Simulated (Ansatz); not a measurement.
A search over several starts for the lowest SCF solution of Mg2Cl2F2⁺, that is (ClMg-mu-F)2 with one electron fewer at the given spin, in a small basis.

```yaml
crystal:
  periodic: [false, false, false]
  atoms:
    - {symbol: Mg, position_ang: [1.138118, -0.120837, 0.894082]}
    - {symbol: Cl, position_ang: [2.864713, -0.302412, 2.247654]}
    - {symbol: F, position_ang: [0.765233, 0.170375, -0.952749]}
    - {symbol: Mg, position_ang: [-1.139693, 0.117876, -0.892454]}
    - {symbol: Cl, position_ang: [-2.861864, 0.303366, -2.251172]}
    - {symbol: F, position_ang: [-0.766508, -0.168369, 0.954639]}
basis:
  gaussian: {orbitals: def2-SVP}
total_charge: 1
magnetization: {spin_polarized: true, initial_magnetization: 1}
hamiltonian: {xc: pbe0, dispersion: d4}
output: {orbitals: {seedname: orbitals}}
```

```sh
$ ansatz run in.yaml --threads 4 --pin off --events-out ev --progress --plain --max-ram 3916MiB
```

It prints (some lines left out):

```
Functional definition: PBE0
872 factors; integrals over basis functions are off by at most 2.2e-4 eV
mean field evaluation 1: about -41322.8601 eV, gradient 5.5e1 eV
mean field evaluation 2: about -41287.8420 eV, gradient 1.1e2 eV
mean field evaluation 4: about -41330.7291 eV, gradient 1.3e1 eV
mean field evaluation 8: about -41332.5415 eV, gradient 1.4e-1 eV
mean field evaluation 16: about -41332.7151 eV, gradient 1.6e-2 eV
mean field evaluation 32: about -41332.7240 eV, gradient 2.5e-1 eV
mean field evaluation 64: about -41332.7378 eV, gradient 3.0e-2 eV
mean field evaluation 96: about -41332.7273 eV, gradient 6.5e-2 eV
mean field evaluation 128: about -41332.7136 eV, gradient 4.0e-1 eV
mean field -41332.74723736 eV, -1518.9504446306 hartree, gradient 2.9e-6 eV, S^2 0.753130; 13 other end points of the search recorded, 0 dependent functions left out
reference -41332.74728158 eV, -1518.9504462558 hartree; 38, 37 occupied and 62, 63 virtual orbitals, 872 factors
Total energy: -41332.84667102 eV, -1518.9540987502 hartree
```

Hardware: 4 threads of Arm Neoverse N1 on a shared host. Wall time 40 s.

Other converged states that the search met: 0.01 eV higher (⟨S²⟩ = 0.75), 0.03 eV higher (⟨S²⟩ = 0.75), 0.05 eV higher (⟨S²⟩ = 0.75).
